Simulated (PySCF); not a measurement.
# Shapes and spin states of PtO₂

All numbers come from PBE0/[Pt def2-TZVP with ECP60, O def2-TZVP], scalar-relativistic core potentials, density fitting, no spin–orbit coupling, PySCF.

Relaxations began from a few typed shapes and spin states; open shells are unrestricted. The search is not exhaustive: other isomers or separated fragments can lie lower, and high-lying points may rest on an excited occupation.

Task: Order these stationary points by electronic energy, lowest first, in kJ/mol from the lowest minimum.
A. triplet D∞h: Pt–O 1.736 Å (×2); O–Pt–O 180.0°
B. quintet C2v: Pt–O 1.830 Å (×2); O–Pt–O 145.1°
C. singlet D∞h: Pt–O 1.684 Å (×2); O–Pt–O 180.0°
D. quintet D∞h: Pt–O 1.853 Å (×2); O–Pt–O 180.0°
E. singlet (closed shell, unstable to spin polarisation) C2v: O–O 1.357 Å, Pt–O 1.943 Å (×2); O–O–Pt 69.6° (×2), O–Pt–O 40.9°
F. triplet C2v: Pt–O 1.728 Å (×2); O–Pt–O 139.9°
G. triplet Cs: O–O 1.248 Å, Pt–O 1.903 Å; O–O–Pt 112.0°
H. broken-symmetry Ms = 0 (⟨S²⟩ 1.01) Cs: O–O 1.254 Å, Pt–O 1.901 Å; O–O–Pt 111.6°

Result: C (0.0), F (104.5), A (112.9), B (171.1), D (173.2), G (178.9), H (192.7), E (212.3).

Task: Which of them are minima?

Result: By energy in kJ/mol, 0.0: minimum; 104.5: minimum; 112.9: saddle point, 1 imaginary mode; 171.1: minimum; 173.2: not settled, its softest mode being under 30 cm⁻¹; 178.9: minimum; 192.7: minimum; 212.3: minimum of the closed-shell surface only.

Starts that fell apart ended at 261, 261 kJ/mol on the same scale (coarser grid).

Formally Pt is in oxidation state +4, d6, with 0 unpaired electrons (the high-spin count would be 4). The polar-tensor charge on Pt, 0.88, is far below the formal one.

For the lowest minimum: with an element this heavy the missing spin–orbit coupling can shift these numbers.

The electron or spin density has lower symmetry than the nuclear frame for the triplet D∞h at 112.9 kJ/mol, quintet D∞h at 173.2 kJ/mol.
